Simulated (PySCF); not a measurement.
Bonds (- single, = double, # triple, : aromatic): F1-C2, C2-C3, C3-C4, C4-C5, C5-C6, C6-Si7, Si7-F8, Si7-C2. C2 carries H9; C3 carries H10, H11; C4 carries H12, H13; C5 carries H14, H15; C6 carries H16, H17; Si7 carries H18. Stereochemistry as in F[C@@H]1CCCC[Si@@H]1F. H11, H13, H14, H17 are cis to F1 on the ring; H10, H12, H15, H16 are trans to F1 on the ring.

Geometry: GFN2-xTB; GIAO absolute shieldings from PySCF 2.14, gas phase, non-relativistic, averaged over equivalent atoms.

At PW91/6-31G* (136 basis functions, 25 s wall time on 1 thread of an Arm Neoverse V2, shared host):
| atoms | σ (ppm) |
| --- | --- |
| F8 | 365.8 |
| F1 | 420.3 |
| C2 | 106.6 |
| C3 | 155.6 |
| C5 | 165.1 |
| C4 | 166.9 |
| C6 | 175.3 |
| Si7 | 379.3 |
| H18 | 26.69 |
| H9 | 27.24 |
| H11 | 29.84 |
| H14 | 30.16 |
| H13 | 30.28 |
| H12 | 30.81 |
| H15 | 30.82 |
| H10 | 30.83 |
| H17 | 30.96 |
| H16 | 31.00 |

Q: Predict the values at PBE0/pcSseg-1 on the same geometry.

A: 
```json
{"atoms": "F8", "σ at PBE0/pcSseg-1": "380.6", "change": "+14.8"}
{"atoms": "F1", "σ at PBE0/pcSseg-1": "431.4", "change": "+11.1"}
{"atoms": "C2", "σ at PBE0/pcSseg-1": "99.1", "change": "-7.5"}
{"atoms": "C3", "σ at PBE0/pcSseg-1": "150.4", "change": "-5.2"}
{"atoms": "C5", "σ at PBE0/pcSseg-1": "159.8", "change": "-5.3"}
{"atoms": "C4", "σ at PBE0/pcSseg-1": "161.9", "change": "-5.0"}
{"atoms": "C6", "σ at PBE0/pcSseg-1": "171.5", "change": "-3.8"}
{"atoms": "Si7", "σ at PBE0/pcSseg-1": "343.7", "change": "-35.6"}
{"atoms": "H18", "σ at PBE0/pcSseg-1": "26.64", "change": "-0.05"}
{"atoms": "H9", "σ at PBE0/pcSseg-1": "26.74", "change": "-0.50"}
{"atoms": "H11", "σ at PBE0/pcSseg-1": "29.21", "change": "-0.63"}
{"atoms": "H14", "σ at PBE0/pcSseg-1": "29.61", "change": "-0.55"}
{"atoms": "H13", "σ at PBE0/pcSseg-1": "29.95", "change": "-0.33"}
{"atoms": "H12", "σ at PBE0/pcSseg-1": "30.24", "change": "-0.57"}
{"atoms": "H15", "σ at PBE0/pcSseg-1": "30.57", "change": "-0.25"}
{"atoms": "H10", "σ at PBE0/pcSseg-1": "30.53", "change": "-0.30"}
{"atoms": "H17", "σ at PBE0/pcSseg-1": "30.42", "change": "-0.54"}
{"atoms": "H16", "σ at PBE0/pcSseg-1": "30.42", "change": "-0.58"}
```

The largest change is at Si7 (silicon bonded to 2 C, F, H, in a 6-membered ring). Cost: 193 basis functions, 25 s wall time on 1 thread of an Arm Neoverse V2, shared host. The order of the carbon signals is the same at both levels.
